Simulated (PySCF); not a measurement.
**AuO at PBE0**

Computed with PBE0; basis Au def2-TZVPP with ECP60, O def2-TZVPP; scalar-relativistic core potentials; PySCF 2.14.

For AuO, the state is ²Π (doublet), unpaired electrons π ↑. The bond length is 1.884 Å, the harmonic wavenumber is 581 cm⁻¹ and the force constant is 2.94 mdyn/Å. The rotational constant Be is 0.3210 cm⁻¹, the anharmonicity ωexe is 3.78 cm⁻¹ and the vibration–rotation constant αe is 0.00281 cm⁻¹. The well depth De to Au (5d10 6s1) + O is 2.02 eV and the dissociation energy D0 is 1.99 eV. The bond order (Mayer) is 1.25 and the dipole moment (positive dipole means Au(−)O(+)) is -3.43 D.

Spin–orbit coupling is left out, which matters for elements this heavy, above all for dissociation energies. With d or f electrons several states lie close, and the lowest PBE0 determinant need not be the measured ground state.
